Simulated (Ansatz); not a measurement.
Molecule: sum formula SiNHF3, net charge 0, doublet state. It need not be the lowest isomer of its formula. 
Coordinates optimised at B3LYP-D3(BJ)/def2-TZVP (Ansatz, an electronic-structure program):
SMILES: [NH][Si](F)(F)F
```xyz
6

N      1.5498     0.3290    -0.7276
Si     0.0119     0.0097    -0.0115
F     -0.5048    -1.4378    -0.3748
F      0.0657     0.1545     1.5602
F     -1.0404     1.0457    -0.5537
H      2.2995    -0.2995    -0.4315
```
Charge 0, spin multiplicity 2.

Property: atomisation energy (electronic, to ground-state atoms), in kcal/mol. Correlated levels leave the core frozen unless marked. Open shells are spin-unrestricted. Spin-orbit coupling is left out. No relativistic terms. The coupled-cluster limit lacks core correlation, which all-electron functionals hold. CBS(X,Y): correlation extrapolated as X^-3; Hartree-Fock from the larger set.

```json
[
 {"level": "B3LYP/def2-TZVPD", "program": "Ansatz", "atomisation energy (kcal/mol)": "578.0"},
 {"level": "HSE06-D3(BJ)/def2-TZVPD", "program": "Ansatz + dftd3", "atomisation energy (kcal/mol)": "577.4"},
 {"level": "HSE06-D4/def2-TZVPD", "program": "Ansatz + dftd4", "atomisation energy (kcal/mol)": "578.0"},
 {"level": "CCSD(T) with core electrons (1s frozen past Ne)/cc-pwCVTZ", "program": "Ansatz", "atomisation energy (kcal/mol)": "570.4"},
 {"level": "CCSD(T)/CBS(cc-pV(T+d)Z,cc-pV(Q+d)Z)", "program": "Ansatz", "atomisation energy (kcal/mol)": "(withheld)"}
]
```

Task: What belongs in the gaps?

Result: 
- CCSD(T)/CBS(cc-pV(T+d)Z,cc-pV(Q+d)Z), atomisation energy (kcal/mol): 591.3
